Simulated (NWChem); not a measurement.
System meant: WHS2OCl; SMILES [S]=[W]([OH])(=[S])[Cl]

The following NWChem deck was run.

```
start job
memory heap 200 mb stack 900 mb global 1100 mb
geometry units angstroms noautoz
  W     -0.000067     0.038628    -0.149929
  S     -1.706344     0.966513     0.710226
  S      1.712855     0.956775     0.707481
  Cl    -0.005939    -2.171966     0.365611
  O     -0.000670     0.338330    -1.979699
  H      0.000368     1.085777    -2.586879
end
basis spherical
  * library def2-svp
end
dft
  xc b3lyp
  iterations 150
  mulliken
end
task dft energy
```

End of the output:

```
          Convergence Information
          -----------------------
          Convergence aids based upon iterative change in
          total energy or number of iterations.
          Levelshifting, if invoked, occurs when the
          HOMO/LUMO gap drops below (HL_TOL):  1.00D-02
          DIIS, if invoked, will attempt to extrapolate
          using up to (NFOCK): 10 stored Fock matrices.

                    Damping( 0%)  Levelshifting(0.5)       DIIS
                  --------------- ------------------- ---------------
          dE  on:    start            ASAP                start
          dE off:    2 iters        150 iters           150 iters

      Screening Tolerance Information
      -------------------------------
          Density screening/tol_rho:  1.00D-10
          AO Gaussian exp screening on grid/accAOfunc:  14
          CD Gaussian exp screening on grid/accCDfunc:  20
          XC Gaussian exp screening on grid/accXCfunc:  20
          Schwarz screening/accCoul:  1.00D-08

      Superposition of Atomic Density Guess
      -------------------------------------

      charge =      74.0 W (Tungsten)

      symmetry species            s     p     d     f
      number of basis functions = 7     6     5     1
      number of cont. functions = 6     3     2     1
      number of closed shells   = 6     4     2     1
      number of open shells     = 0     0     1     0
      open shell occupation     = 0     0     4     0
 ------------------------------------------------------------------------
 atomscf:atomd: error in atom scf                   0
 ------------------------------------------------------------------------
 ------------------------------------------------------------------------
  current input line :
    19: task dft energy
 ------------------------------------------------------------------------
 ------------------------------------------------------------------------
 This error has not yet been assigned to a category
 ------------------------------------------------------------------------
 For more information see the NWChem manual at https://nwchemgit.github.io

0:atomscf:atomd: error in atom scf:Received an Error in Communication
```

Q: Can this run be used? If not, why, and what is the fix?

A: The run crashed. Cause: the def2 basis of a heavy element holds valence functions alone and wants its effective core potential (without it all electrons must fit into that basis). This input runs:
```
start job
memory heap 200 mb stack 900 mb global 1100 mb
geometry units angstroms noautoz
  W     -0.000067     0.038628    -0.149929
  S     -1.706344     0.966513     0.710226
  S      1.712855     0.956775     0.707481
  Cl    -0.005939    -2.171966     0.365611
  O     -0.000670     0.338330    -1.979699
  H      0.000368     1.085777    -2.586879
end
basis spherical
  W library def2-svp
  S library def2-svp
  Cl library def2-svp
  O library def2-svp
  H library def2-svp
end
ecp
  W library def2-ecp
end
dft
  xc b3lyp
  iterations 150
  mulliken
end
task dft energy
```
It converges to -1399.31488 Ha (B3LYP/def2-SVP with def2 effective core potentials on W).
